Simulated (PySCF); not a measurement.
# What a mistake does to a calculation on B2H4N

Calculated results; nothing here was measured. The program is PySCF 2.14.0, an open-source quantum chemistry code, run on an isolated molecule that a program drew, which may never have been made. The molecule is B2H4N (charge 0, doublet), drawn as the SMILES string `[BH]BN`.

Each row is a Hartree-Fock (HF) and frozen-core CCSD(T) single point in the cc-pVDZ basis, meant for a local HF minimum. Run 1 is clean. Each other run has one planted mistake out of seven kinds, and not every kind appears here: one electron removed, one electron added, multiplicity raised by two, geometry at a saddle point, minimal basis STO-3G, one bond length entered in bohr, all coordinates scaled. The reference is restricted for singlets and unrestricted otherwise, and also for a bond in bohr. Adding or removing an electron swaps singlet and doublet. Electrons count all cores. HOMO and LUMO are orbital energies over both spins, the gradient is its largest component, and the lowest frequency (negative if imaginary) is given only where the gradient is small. Bond lengths are over the 6 bonds as drawn. T1 is the CCSD diagnostic: over 0.02 (restricted) or 0.045 (unrestricted) a single reference is doubtful.

Geometry of the clean run:
```xyz
7
B2H4N, angstrom
B    -2.3352   -1.4267   -1.6852
B    -2.9854    0.0234   -1.1767
N    -2.2902    1.0789   -0.5792
H    -2.1450   -2.5759   -1.4350
H    -4.1627    0.1857   -1.3977
H    -2.7312    1.9409   -0.3368
H    -1.3161    1.0583   -0.3633
```

| run | electrons | basis functions | <S^2> | HOMO (eV) | LUMO (eV) | gradient (hartree/bohr) | lowest frequency (cm^-1) | mean bond (Å) | longest bond (Å) | T1 | HF (hartree) | CCSD(T) (hartree) | mistake |
|---|---|---|---|---|---|---|---|---|---|---|---|---|---|
| 1 | 21 | 62 | 0.761 | -8.21 | 1.91 | 4.7e-05 | 287 | 1.2438 | 1.669 | 0.0170 | -106.10964 | -106.47106 | no fault |
| 2 | 21 | 62 | 1.399 | -8.48 | 1.44 | 2.4e-02 | - | 1.4231 | 2.284 | 0.0672 | -105.99529 | -106.35772 | one bond length entered in bohr |
| 3 | 21 | 62 | 0.760 | -8.15 | 2.00 | 3.0e-02 | - | 1.2090 | 1.622 | 0.0162 | -106.10456 | -106.46288 | all coordinates scaled |
| 4 | 20 | 62 | 0.000 | -17.30 | -6.28 | 6.5e-02 | - | 1.2438 | 1.669 | 0.0254 | -105.84407 | -106.19986 | ? |

**Which mistake was planted in run 4, and what did it cost?**

It counts 20 electrons, one fewer than the clean run, at the same geometry and basis. So the mistake is: one electron removed. Subtracting run 1 and multiplying by 627.51 kcal/mol a hartree, the energy moved by 166.6 kcal/mol in HF and 170.2 kcal/mol in CCSD(T).

Cautions from the logs. Run 2: T1 is over the limit, so its CCSD(T) energy is less reliable; run 4: T1 is over the limit, so its CCSD(T) energy is less reliable.
